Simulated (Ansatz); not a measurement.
Program: Ansatz 0.2.0.

C₂H₈FGaS (`[CH3][Ga-]([CH3])([F])[SH2+]`) at its PBE0-D4/def2-TZVP geometry, where that method's forces vanish. The species carries charge 0 and has multiplicity 1.

| atom | x (Å) | y (Å) | z (Å) |
| --- | --- | --- | --- |
| C1 | -1.1920 | -0.4846 | 1.4231 |
| Ga2 | 0.0841 | 0.3914 | 0.2125 |
| C3 | -0.1928 | 1.5238 | -1.3671 |
| F4 | 1.6874 | 0.6747 | 0.9862 |
| S5 | 1.2370 | -1.7444 | -0.9377 |
| H6 | -1.9094 | -1.0987 | 0.8742 |
| H7 | -0.6669 | -1.1126 | 2.1451 |
| H8 | -1.7575 | 0.2653 | 1.9820 |
| H9 | -0.5806 | 2.4999 | -1.0648 |
| H10 | -0.9101 | 1.0785 | -2.0595 |
| H11 | 0.7495 | 1.6873 | -1.8928 |
| H12 | 2.3519 | -1.1652 | -0.4548 |
| H13 | 1.0993 | -2.5153 | 0.1536 |

Q: For each bond, give half the difference of the two atoms' forces along it (eV/Å; positive pushes the atoms apart) under PBE-D4, r2SCAN-D4, B3LYP-D4, ωB97M-V in def2-TZVPP. (An estimate is asked.)

A: The calculation gave: 
```tsv
bond	length (Å)	PBE-D4	r2SCAN-D4	B3LYP-D4	ωB97M-V
C1–Ga2	1.965	-0.07	-0.01	0.07	-0.02
C1–H6	1.092	0.11	0.00	-0.06	-0.04
C1–H7	1.092	0.10	-0.01	-0.07	-0.04
C1–H8	1.093	0.11	-0.01	-0.07	-0.05
Ga2–C3	1.963	-0.06	-0.01	0.08	-0.02
Ga2–F4	1.803	0.42	0.00	0.20	0.07
Ga2–S5	2.686	0.07	-0.01	0.09	0.07
C3–H9	1.093	0.11	-0.01	-0.07	-0.05
C3–H10	1.092	0.10	0.00	-0.06	-0.04
C3–H11	1.091	0.10	-0.01	-0.07	-0.04
S5–H12	1.346	0.27	0.02	-0.02	-0.10
S5–H13	1.343	0.26	0.02	-0.02	-0.09
```

B3LYP here is the variant with VWN-RPA as its local correlation; programs differ in this.
